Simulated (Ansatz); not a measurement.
Basis-set extrapolation for CH$_{7}$AlFNSi, SMILES `C[N]([SiH3])[AlH][F]` (PBE0-D4/def2-TZVP geometry, frozen core, the Gaussian-basis code of Ansatz). Multiplicity 1, RHF reference.

```
                      def2-TZVPP   def2-QZVPP
                 HF  -726.910704  -726.937308
    MP2 correlation    -0.843231    -0.908825
CCSD(T) correlation    -0.917868      not run
```

Energies in hartree. Use E(X) = E(∞) + A·exp(−7.88·√X) for Hartree–Fock and E(X) = E(∞) + B·X^(−2.97) for correlation, with X = 3 and 4, and add CCSD(T) minus MP2 of the smaller set to the MP2 limit.

What is the CCSD(T) energy at the basis-set limit?

HF limit: -726.937308 + (-0.026604) × 0.13774 = -726.94097. MP2 limit: -0.908825 + (-0.065594) × 0.74074 = -0.95741. Higher-order term: -0.917868 − (-0.843231) = -0.07464. Total: -727.97302 hartree, 3.93 eV below CCSD(T)/def2-TZVPP.
